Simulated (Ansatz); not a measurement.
`C/N=C\Br` and `C/N=C/O` differ in one atom or group (the configuration at the double bond changes too).

Ansatz, PBE0-D4/def2-TZVP geometries, multiplicity 1. Each molecule was computed in one conformer, which needn't be the lowest.

Scalar relativity is left out up to krypton. Spin–orbit coupling is left out; it splits and shifts lone-pair levels of the heavy atoms by tenths of an eV.

```json
{"property": "LUMO energy (B3LYP/def2-TZVPP) / eV", "`C/N=C\\Br`": "-0.83"}
{"property": "HOMO–LUMO gap (ωB97M-V/def2-TZVPP) / eV", "`C/N=C\\Br`": "11.66"}
{"property": "HOMO–LUMO gap (PBE/def2-TZVPP) / eV", "`C/N=C\\Br`": "4.83"}
{"property": "size of the dipole moment (ωB97M-V/def2-TZVPP) / D", "`C/N=C\\Br`": "0.74"}
{"property": "LUMO energy (ωB97M-V/def2-TZVPP) / eV", "`C/N=C\\Br`": "1.64"}
{"property": "HOMO energy (PBE0/def2-TZVPP) / eV", "`C/N=C\\Br`": "-7.82"}
```

(1) What does the change do to each property? (Estimate.)

Results:

(1) Ansatz gave: 
```
                                          property  `C/N=C/O`  shift
               LUMO energy (B3LYP/def2-TZVPP) / eV       0.27   1.10
           HOMO–LUMO gap (ωB97M-V/def2-TZVPP) / eV      12.69   1.03
               HOMO–LUMO gap (PBE/def2-TZVPP) / eV       5.65   0.82
size of the dipole moment (ωB97M-V/def2-TZVPP) / D       0.77   0.03
             LUMO energy (ωB97M-V/def2-TZVPP) / eV       2.78   1.14
                HOMO energy (PBE0/def2-TZVPP) / eV      -7.62   0.20
```

With PBE0 the HOMO rises by 0.20 eV and the LUMO rises by 1.15 eV, so the gap widens by about 0.95 eV. PBE moves the HOMO by 0.29 eV and ωB97M-V by 0.12 eV. Dipoles are sizes alone; their direction can turn.

B3LYP here is the variant with VWN-RPA as its local correlation; programs differ in this.
